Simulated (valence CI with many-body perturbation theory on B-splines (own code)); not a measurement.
## Assign the levels of Ho¹⁸⁺

Calculated by relativistic CI+MBPT: three valence electrons over a frozen Dirac-Fock core [Kr] 4d10, a basis of 7 s, 7 p, 7 d, 7 f, 4 g, 2 h functions for each j, with the one-electron correlation potential Σ1 (screened to all orders), the two-electron term Σ2, the three-electron term Σ3, Breit, model QED; selected single and double excitations, second order for the rest, scaled by the run's own slope (own B-spline code, finite nucleus).

No measured levels were compared; by estimate terms of the open shell hold to a few per cent of their energy, and close levels can change places. Excitations out of the core, of the other parity, are not computed and may begin above about 129 eV (a cautious bound); beyond it only levels of the ground parity were kept, without lifetimes.

```tsv
No.	J	Parity	E (eV)	g
1	9/2	odd	0.0000	0.742
2	11/2	odd	1.002	0.967
3	13/2	odd	1.968	1.103
4	15/2	odd	2.890	1.191
12	11/2	odd	5.138	1.104
14	13/2	odd	5.604	0.938
18	15/2	odd	6.473	1.051
19	1/2	odd	6.803	0.545
20	11/2	odd	7.013	1.231
```

Energies count from the lowest level. Strongly mixed levels and levels close to another of their J and parity are left out, so the numbers can have gaps.

Task: Give configuration and LS term of each level.

Result: 1: 4f³ ⁴I°; 2: 4f³ ⁴I°; 3: 4f³ ⁴I°; 4: 4f³ ⁴I°; 12: 4f³ ²H°; 14: 4f³ ²K°; 18: 4f³ ²K°; 19: 4f³ ²P°; 20: 4f³ ⁴G°.
